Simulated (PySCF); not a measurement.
## Electron correlation in Ru (ruthenium, neutral)

[Kr] 4d7 5p1, one real determinant (an excited configuration). Computed with PySCF 2.14 in x2c-TZVPPall, with scalar relativity by spin-free X2C-1e. Frozen: [Ar] 3d10; 16 electrons correlated.

MP2 pair energies summed by pair of shells (mhartree):

| pair | energy | share (%) |
| --- | --- | --- |
| 4p-4d | -168.38 | 36.4 |
| 4d-4d | -156.43 | 33.8 |
| 4p-4p | -61.67 | 13.3 |
| 4s-4p | -28.36 | 6.1 |
| 4s-4d | -26.41 | 5.7 |
| 4d-5p | -13.40 | 2.9 |
| 4s-4s | -4.68 | 1.0 |
| 4p-5p | -2.67 | 0.6 |
| 4s-5p | -0.19 | 0.0 |

Total MP2 correlation energy: -462.19 mhartree.

Same-spin part -153.92 and opposite-spin part -308.27 mhartree; SCS-MP2 scales them by 1/3 and 6/5 to -421.23 mhartree.

The basis was made for the ground configuration and has no added diffuse functions, which can raise the energy of the promoted electron.

The reference is one real determinant that mixes LS terms of this configuration.

This basis was not built for core-valence correlation, so the inner-shell part is incomplete.
